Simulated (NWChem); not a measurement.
All runs are NWChem calculations. System: C3H5F, charge 0, spin multiplicity 1, displaced from the optimised geometry. The structure started from a generated list of species. Level: B3LYP/def2-SVP, VWN1-RPA local correlation.

Job file:

```
start mol
memory heap 200 mb stack 800 mb global 1000 mb
geometry units angstroms nocenter noautoz
  F     -1.133849     0.983370     0.000000
  C     -0.486191    -0.257485     0.000000
  C      0.824019    -0.384646     0.776974
  C      0.824019    -0.384646    -0.776974
  H     -1.222997    -1.109974     0.000000
  H      1.036644    -1.338030     1.331923
  H      1.191633     0.548183     1.283151
  H      1.191633     0.548183    -1.283151
  H      1.036644    -1.338030    -1.331923
  symmetry group Cs
end
basis spherical
  * library def2-svp
end
dft
  xc b3lyp
  semidirect memsize 60000000 filesize 0
  iterations 100
  convergence energy 1e-4 density 1e-3 gradient 5e-3
end
task dft gradient
```

NWChem printed:

```
             Northwest Computational Chemistry Package (NWChem) 7.3.0
             --------------------------------------------------------

                                NWChem Input Module
                                -------------------

 Scaling coordinates for geometry "geometry" by  1.889725989
 (inverse scale =  0.529177249)

 Turning off AUTOSYM since
 SYMMETRY directive was detected!

                             Geometry "geometry" -> ""
                             -------------------------

 Output coordinates in angstroms (scale by  1.889725989 to convert to a.u.)

  No.       Tag          Charge          X              Y              Z
 ---- ---------------- ---------- -------------- -------------- --------------
    1 F                    9.0000    -1.13384900     0.98337000     0.00000000
    2 C                    6.0000    -0.48619100    -0.25748500     0.00000000
    3 C                    6.0000     0.82401900    -0.38464600     0.77697400
    4 C                    6.0000     0.82401900    -0.38464600    -0.77697400
    5 H                    1.0000    -1.22299700    -1.10997400     0.00000000
    6 H                    1.0000     1.03664400    -1.33803000     1.33192300
    7 H                    1.0000     1.19163300     0.54818300     1.28315100
    8 H                    1.0000     1.19163300     0.54818300    -1.28315100
    9 H                    1.0000     1.03664400    -1.33803000    -1.33192300

 Effective nuclear repulsion energy (a.u.)     118.9144930300

            Nuclear Dipole moment (a.u.)
            ----------------------------
        X                 Y               Z
 ---------------- ---------------- ----------------
    -0.0000037795     0.0000000000     0.0000000000

      Symmetry information
      --------------------

 Group name             Cs
 Group number              2
 Group order               2
 No. of unique centers     6

      Symmetry unique atoms

     1    2    3    5    6    7


 Summary of "ao basis" -> "" (spherical)
 ------------------------------------------------------------------------------
[...]
          AO basis - number of functions:    81
                     number of shells:    39
          Convergence on energy requested:  1.00D-04
          Convergence on density requested:  1.00D-03
          Convergence on gradient requested:  5.00D-03

              XC Information
              --------------
                         B3LYP Method XC Potential
                     Hartree-Fock (Exact) Exchange  0.200
                        Slater Exchange Functional  0.800 local
                    Becke 1988 Exchange Functional  0.720 non-local
              Lee-Yang-Parr Correlation Functional  0.810
                  VWN I RPA Correlation Functional  0.190 local

             Grid Information
             ----------------
          Grid used for XC integration:  medium
          Radial quadrature: Mura-Knowles
          Angular quadrature: Lebedev.
          Tag              B.-S. Rad. Rad. Pts. Rad. Cut. Ang. Pts.
          ---              ---------- --------- --------- ---------
          F                   0.50       49          10.0       434
          C                   0.70       49           8.0       434
          H                   0.35       45          10.0       434
          Grid pruning is: on
          Number of quadrature shells:   282
          Spatial weights used:  Erf1

          Convergence Information
          -----------------------
          Convergence aids based upon iterative change in
          total energy or number of iterations.
          Levelshifting, if invoked, occurs when the
          HOMO/LUMO gap drops below (HL_TOL):  1.00D-02
          DIIS, if invoked, will attempt to extrapolate
          using up to (NFOCK): 10 stored Fock matrices.

                    Damping( 0%)  Levelshifting(0.5)       DIIS
                  --------------- ------------------- ---------------
          dE  on:    start            ASAP                start
          dE off:    2 iters        100 iters           100 iters

      Screening Tolerance Information
      -------------------------------
          Density screening/tol_rho:  1.00D-10
          AO Gaussian exp screening on grid/accAOfunc:   9
          CD Gaussian exp screening on grid/accCDfunc:  20
          XC Gaussian exp screening on grid/accXCfunc:  20
          Schwarz screening/accCoul:  1.00D-08

                            NWChem DFT Gradient Module
                            --------------------------

  charge          =   0.00
  wavefunction    = closed shell

  Using symmetry

                         DFT ENERGY GRADIENTS

    atom               coordinates                        gradient
                 x          y          z           x          y          z
   1 F      -2.142664   1.858300   0.000000   -0.012479   0.021967   0.000000
   2 C      -0.918768  -0.486576   0.000000   -0.007733  -0.000332   0.000000
   3 C       1.557170  -0.726876   1.468268    0.006152  -0.002828   0.006653
   4 C       1.557170  -0.726876  -1.468268    0.006152  -0.002828  -0.006653
   5 H      -2.311129  -2.097547   0.000000   -0.011975  -0.015670   0.000000
   6 H       1.958973  -2.528510   2.516970    0.003990  -0.015311   0.009461
   7 H       2.251860   1.035916   2.424804    0.005952   0.015156   0.008634
   8 H       2.251860   1.035916  -2.424804    0.005952   0.015156  -0.008634
   9 H       1.958973  -2.528510  -2.516970    0.003990  -0.015311  -0.009461

                 ----------------------------------------
                 |  Time  |  1-e(secs)   |  2-e(secs)   |
                 ----------------------------------------
                 |  CPU   |       0.01   |       0.92   |
                 ----------------------------------------
                 |  WALL  |       0.01   |       0.92   |
                 ----------------------------------------

 Task  times  cpu:        3.7s     wall:        3.7s

 Total times  cpu:        3.7s     wall:        3.7s
```
